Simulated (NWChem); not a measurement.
All runs are NWChem calculations. System: C2H3ClO2Si, charge 0, spin multiplicity 1, at a geometry optimised with PBE/def2-SVP. The structure started from a generated list of species. Level: RHF/def2-SVP.

Input file:

```
start mol
memory heap 200 mb stack 800 mb global 1000 mb
geometry units angstroms nocenter noautoz noautosym
  O     -2.499753     1.311159     0.013833
  C     -1.456279     0.748564     0.194774
  C     -1.129394    -0.645663     0.781788
  Si     0.649976    -0.096112     0.517204
  Cl     1.734960    -1.063278    -0.945597
  O     -0.201864     1.290872    -0.090309
  H     -1.497157    -1.466582     0.134331
  H     -1.529946    -0.788940     1.804426
  H      1.560084     0.243158     1.647964
end
basis spherical
  * library def2-svp
end
scf
  rhf
  nopen 0
  maxiter 100
  thresh 1e-7
  semidirect memsize 60000000 filesize 0
end
task scf energy
```

NWChem printed:

```
             Northwest Computational Chemistry Package (NWChem) 7.3.0
             --------------------------------------------------------

                                NWChem Input Module
                                -------------------

 Scaling coordinates for geometry "geometry" by  1.889725989
 (inverse scale =  0.529177249)

                             Geometry "geometry" -> ""
                             -------------------------

 Output coordinates in angstroms (scale by  1.889725989 to convert to a.u.)

  No.       Tag          Charge          X              Y              Z
 ---- ---------------- ---------- -------------- -------------- --------------
    1 O                    8.0000    -2.49975300     1.31115900     0.01383300
    2 C                    6.0000    -1.45627900     0.74856400     0.19477400
    3 C                    6.0000    -1.12939400    -0.64566300     0.78178800
    4 Si                  14.0000     0.64997600    -0.09611200     0.51720400
    5 Cl                  17.0000     1.73496000    -1.06327800    -0.94559700
    6 O                    8.0000    -0.20186400     1.29087200    -0.09030900
    7 H                    1.0000    -1.49715700    -1.46658200     0.13433100
    8 H                    1.0000    -1.52994600    -0.78894000     1.80442600
    9 H                    1.0000     1.56008400     0.24315800     1.64796400

 Effective nuclear repulsion energy (a.u.)     347.8541160890

            Nuclear Dipole moment (a.u.)
            ----------------------------
        X                 Y               Z
 ---------------- ---------------- ----------------
    -0.0000170075    -0.0000075589    -0.0000151178


 Summary of "ao basis" -> "" (spherical)
 ------------------------------------------------------------------------------
       Tag                 Description            Shells   Functions and Types
 ---------------- ------------------------------  ------  ---------------------
 *                          def2-svp                  on all atoms

 Summary of "ao basis" -> "ao basis" (spherical)
 ------------------------------------------------------------------------------
[...]
    33      0.161949  3 C  py                85      0.150742  6 O  px

 Vector   32  Occ=0.000000D+00  E= 1.205961D-01
              MO Center=  7.9D-01, -5.6D-01,  7.6D-01, r^2= 3.5D+00
   Bfn.  Coefficient  Atom+Function         Bfn.  Coefficient  Atom+Function
  ----- ------------  ---------------      ----- ------------  ---------------
    31      1.169358  3 C  s                 54      1.054789  4 Si py
    46     -0.806643  4 Si s                 55     -0.500275  4 Si pz
    17     -0.416033  2 C  s                104      0.394871  9 H  s
    35      0.369273  3 C  px                81     -0.319585  6 O  s
    73      0.266007  5 Cl pz                64      0.231937  5 Cl s

 Vector   33  Occ=0.000000D+00  E= 1.427192D-01
              MO Center= -7.6D-01, -3.6D-02,  4.5D-01, r^2= 4.5D+00
   Bfn.  Coefficient  Atom+Function         Bfn.  Coefficient  Atom+Function
  ----- ------------  ---------------      ----- ------------  ---------------
    94      0.961210  7 H  s                 31     -0.774957  3 C  s
    53     -0.656125  4 Si px                99     -0.450813  8 H  s
    37      0.429793  3 C  pz                55      0.420653  4 Si pz
    64      0.345905  5 Cl s                 23      0.325721  2 C  pz
    20      0.281341  2 C  pz                 9     -0.264778  1 O  pz

 Vector   34  Occ=0.000000D+00  E= 1.555419D-01
              MO Center= -4.3D-01, -1.3D-01,  1.0D+00, r^2= 5.7D+00
   Bfn.  Coefficient  Atom+Function         Bfn.  Coefficient  Atom+Function
  ----- ------------  ---------------      ----- ------------  ---------------
    31      1.932250  3 C  s                 53      1.227486  4 Si px
    99     -1.220906  8 H  s                 46     -0.427540  4 Si s
   104     -0.413700  9 H  s                 64     -0.390746  5 Cl s
    45      0.382121  4 Si s                 37      0.377054  3 C  pz
    94     -0.363817  7 H  s                 73     -0.328884  5 Cl pz

 center of mass
 --------------
 x =   0.04857906 y =   0.01480408 z =  -0.06951497

 moments of inertia (a.u.)
 ------------------
         575.167342255554         440.642898944645         223.202583686666
         440.642898944645        1135.493515488719         -95.317539149334
         223.202583686666         -95.317539149334        1335.370302596504

  Mulliken analysis of the total density
  --------------------------------------

    Atom       Charge   Shell Charges
 -----------   ------   -------------------------------------------------------
    1 O    8     8.34   1.99  1.08  0.70  2.80  1.74  0.02
    2 C    6     5.46   1.99  0.91  0.15  1.83  0.43  0.15
    3 C    6     6.46   1.99  0.86  0.40  2.06  1.12  0.03
    4 Si  14    12.96   2.00  1.99  0.93  0.03  5.94  1.12  0.56  0.38
    5 Cl  17    17.31   2.00  1.99  1.20  0.76  5.94  2.10  3.30  0.02
    6 O    8     8.63   1.99  1.06  0.79  2.82  1.95  0.02
    7 H    1     0.87   0.72  0.13  0.03
    8 H    1     0.87   0.72  0.13  0.03
    9 H    1     1.10   0.74  0.35  0.01

       Multipole analysis of the density wrt the origin
       ------------------------------------------------

     L   x y z        total         open         nuclear
     -   - - -        -----         ----         -------
     0   0 0 0     -0.000000      0.000000     62.000000

     1   1 0 0      0.784133      0.000000     -0.000017
     1   0 1 0     -1.289035      0.000000     -0.000008
     1   0 0 1      0.961955      0.000000     -0.000015

     2   2 0 0    -42.002631      0.000000    481.364805
     2   1 1 0      5.309290      0.000000   -210.420883
     2   1 0 1      0.043818      0.000000   -109.647844
     2   0 2 0    -39.476754      0.000000    196.867569
     2   0 1 1      0.048468      0.000000     43.692679
     2   0 0 2    -34.061809      0.000000    103.192862

 Task  times  cpu:        4.7s     wall:        4.7s

 Total times  cpu:        4.8s     wall:        4.8s
```
